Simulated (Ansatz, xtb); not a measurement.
## Two isomers of C6H6NP

Structure I is `C=Pc1cccnc1`, a singlet and structure II is `C=CC1=PC=CN=C1`, a singlet. Both are isolated molecules in the gas phase, relaxed with r2SCAN-D4/def2-SVP; each stands in its lowest conformer found.

I (Å):

```yaml
atoms:
  - { symbol: C, position_ang: [0.2473, 0.1502, 2.1218] }
  - { symbol: C, position_ang: [1.8809, 0.7795, -0.0113] }
  - { symbol: C, position_ang: [0.8032, 0.8181, -0.9133] }
  - { symbol: C, position_ang: [1.0636, 0.8015, -2.2817] }
  - { symbol: C, position_ang: [2.3965, 0.7551, -2.7100] }
  - { symbol: C, position_ang: [3.1769, 0.7561, -0.5651] }
  - { symbol: N, position_ang: [3.4371, 0.7349, -1.8737] }
  - { symbol: P, position_ang: [1.7478, 0.8184, 1.8175] }
  - { symbol: H, position_ang: [-0.4459, -0.2488, 1.3710] }
  - { symbol: H, position_ang: [-0.0885, 0.0774, 3.1626] }
  - { symbol: H, position_ang: [-0.2272, 0.8750, -0.5479] }
  - { symbol: H, position_ang: [0.2496, 0.8341, -3.0115] }
  - { symbol: H, position_ang: [2.6317, 0.7440, -3.7822] }
  - { symbol: H, position_ang: [4.0505, 0.7475, 0.1024] }
```

II (Å):

```xyz
14

C    -1.4172    0.1794    1.6655
C    -0.1736   -0.0380    1.2031
C     0.5827    0.8037    0.2707
C     1.8771    0.3742   -0.0847
C     2.4290    2.1073   -1.5090
C     1.2240    2.8023   -1.3727
N     2.7460    0.9608   -0.9048
P    -0.1004    2.2937   -0.3785
H    -2.0045    1.0543    1.3672
H    -1.8851   -0.5209    2.3622
H     0.3598   -0.9369    1.5429
H     2.2308   -0.5677    0.3656
H     3.2061    2.5203   -2.1684
H     1.1039    3.7368   -1.9331
```

Task: Which of the two would you expect CCSD(T)/def2-SVP + ΔMP2/def2-TZVPP electronic energies to favour?

Result: Structure I; the calculation gives E(II) − E(I) = +0.089 eV.

How the difference moves with the method:

| level | geometry | E(II) − E(I) (eV) | departure from the last row (eV) | job, with rough time for the two |
| --- | --- | --- | --- | --- |
| GFN2-xTB | GFN2-xTB | −0.048 | −0.137 | optimisation, 0.16 s |
| HF/STO-3G | GFN2-xTB | −0.047 | −0.136 | single point, 0.44 s |
| r2SCAN-D4/def2-SVP//GFN2-xTB | GFN2-xTB | +0.035 | −0.054 | single point, 4 s |
| r2SCAN-D4/def2-SVP | r2SCAN-D4/def2-SVP | +0.028 | −0.060 | optimisation, 77 s |
| HF/def2-SVP | r2SCAN-D4/def2-SVP | +0.130 | +0.041 | part of the CCSD(T) run |
| MP2/def2-SVP | r2SCAN-D4/def2-SVP | +0.042 | −0.047 | part of the CCSD(T) run |
| CCSD(T)/def2-SVP | r2SCAN-D4/def2-SVP | +0.066 | −0.023 | single point |
| CCSD(T)/def2-SVP + ΔMP2/def2-TZVPP | r2SCAN-D4/def2-SVP | +0.089 |  | single point, 83 s |

As drawn, II has 2 C=C, 2 C–C, 1 C–N, 1 C=N in place of 4 C∷C, 2 C∷N (∷ is an aromatic bond). Structure I has a 6-membered ring (with an aromatic ring), II a 6-membered ring.

GFN2-xTB, HF/STO-3G put the two in the other order. The largest departure from CCSD(T)/def2-SVP + ΔMP2/def2-TZVPP is that of GFN2-xTB, 0.137 eV. The last row adds to CCSD(T) the change of the MP2 difference between the two basis sets, here +0.023 eV.

With thermal terms from frequencies at re-optimised GFN2-xTB minima (ideal gas, soft modes damped towards free rotors, one conformer each, 298.15 K, 1 atm): on the last row, ΔE + ΔZPE = +0.090, ΔH = +0.093, ΔG = +0.091 eV.

The correlated steps freeze 12 core orbitals. Programs: Ansatz 0.2.0, xtb 6.7.1; the last row on 4 threads of Arm Neoverse V1 on a shared host.
